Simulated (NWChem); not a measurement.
Molecule: CH7FN2Si; SMILES C[Si](N)(N)F

```xyz
12

C      0.0228    -1.7369    -0.5761
Si    -0.0003     0.0266     0.0106
N     -1.5026     0.3109     0.8067
N      1.4937     0.3506     0.8072
F     -0.0141     1.1019    -1.2153
H     -0.8687    -1.9559    -1.1823
H      0.0334    -2.4436     0.2699
H      0.9181    -1.9319    -1.1848
H     -1.7787     1.2472     1.0800
H     -1.8830    -0.3798     1.4425
H      1.7454     1.2941     1.0791
H      1.8912    -0.3291     1.4443
```
Atoms are numbered in this order, from 1.

All runs: NWChem. Pople sets run with spherical d functions. Coordinates come from a PBE0/def2-SVP optimisation. Not confirmed as a minimum by frequencies. Total energies compare along this basis series because the functional is fixed.

```json
[
 {"level": "TPSS/STO-3G", "basis functions": "36", "energy (Ha)": "-534.5380", "highest occupied level (eV)": "-1.65", "orbital gap (eV)": "8.40", "dipole (D)": "2.14", "relative time": "1"},
 {"level": "TPSS/3-21G", "basis functions": "63", "energy (Ha)": "-538.4293", "highest occupied level (eV)": "-4.88", "orbital gap (eV)": "6.64", "dipole (D)": "3.57", "relative time": "2"},
 {"level": "TPSS/6-31G*", "basis functions": "88", "energy (Ha)": "-541.3065", "highest occupied level (eV)": "-5.15", "orbital gap (eV)": "6.36", "dipole (D)": "3.14", "relative time": "4"},
 {"level": "TPSS/6-31+G*", "basis functions": "108", "energy (Ha)": "-541.3277", "highest occupied level (eV)": "-5.57", "orbital gap (eV)": "4.90", "dipole (D)": "3.15", "relative time": "6"},
 {"level": "TPSS/6-311G**", "basis functions": "140", "energy (Ha)": "-541.4257", "highest occupied level (eV)": "-5.45", "orbital gap (eV)": "5.79", "dipole (D)": "3.22", "relative time": "7"},
 {"level": "TPSS/6-311++G**", "basis functions": "167", "energy (Ha)": "-541.4350", "highest occupied level (eV)": "-5.68", "orbital gap (eV)": "4.91", "dipole (D)": "3.12", "relative time": "10"}
]
```

Times are rough ratios from one shared machine.
